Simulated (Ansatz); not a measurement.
`F[BH][GaH][F]` + `FC(F)(F)O[SiH3]` → `FBOC(F)(F)F` + `[F][GaH][SiH3]` at 500 K and 1 bar (redistribution).

Isolated molecules relaxed with PBE0-D4/def2-TZVP in Ansatz; ΔE leaves out vibrations. CCSD(T)/CBS adds triple-zeta CCSD(T) − MP2 to the extrapolated MP2 energy (def2 sets, frozen cores). For Ga outer-core shells are correlated without core-valence functions, which leaves a few kJ/mol of doubt a bond. Scalar relativity is left out up to krypton. One conformer a species, not always the lowest.

```json
{"species": "`F[BH][GaH][F]`", "CCSD(T)/CBS energy (Eh)": "-2149.58538", "H − E (kJ/mol)": "97.8", "S (J/(mol·K))": "376.3"}
{"species": "`FC(F)(F)O[SiH3]`", "CCSD(T)/CBS energy (Eh)": "-703.52608", "H − E (kJ/mol)": "161.7", "S (J/(mol·K))": "412.8"}
{"species": "`FBOC(F)(F)F`", "CCSD(T)/CBS energy (Eh)": "-537.90160", "H − E (kJ/mol)": "135.6", "S (J/(mol·K))": "398.3"}
{"species": "`[F][GaH][SiH3]`", "CCSD(T)/CBS energy (Eh)": "-2315.24439", "H − E (kJ/mol)": "125.1", "S (J/(mol·K))": "387.3"}
```

H − E and S are ideal-gas, rigid-rotor, harmonic terms from PBE0-D4/def2-TZVP, for one conformer and one mirror image of each species. 1 Eh = 2625.50 kJ/mol, R = 8.31446 J/(mol·K).

By hand: ΔE, ΔH, ΔS and ΔG.

ΔE = (-537.90160) + (-2315.24439) − (-2149.58538) − (-703.52608) = -0.03453 Eh = -90.7 kJ/mol. Δ(H − E) = 135.6 + 125.1 − 97.8 − 161.7 = 1.2, so ΔH = -89.5 kJ/mol. ΔS = 398.3 + 387.3 − 376.3 − 412.8 = -3.5 J/(mol·K). ΔG = -89.5 − 500 × (-3.5)/1000 = -87.8 kJ/mol.

By hand: the equilibrium constant, and the temperature at which ΔG would vanish if ΔH and ΔS stayed fixed.

log₁₀ K = −ΔG/(RT ln 10) = 9.2. ΔG = 0 at ΔH/ΔS = 25571 K, far beyond where these terms or the molecules hold.

The number of gas molecules stays the same, so ΔS is small and ΔH decides. A doubt of 5 kJ/mol in ΔE shifts log₁₀ K by 0.5 here. Other conformers and mirror images would add mixing entropy, several J/(mol·K) or more a flexible species. Modes under 60 cm⁻¹, often nearly free rotors, make the harmonic entropy too high. These are equilibria of isolated gas molecules and say nothing of rates. Largest T1 diagnostic: 0.015 (customary marks: 0.02 for closed shells, 0.045 for open ones).
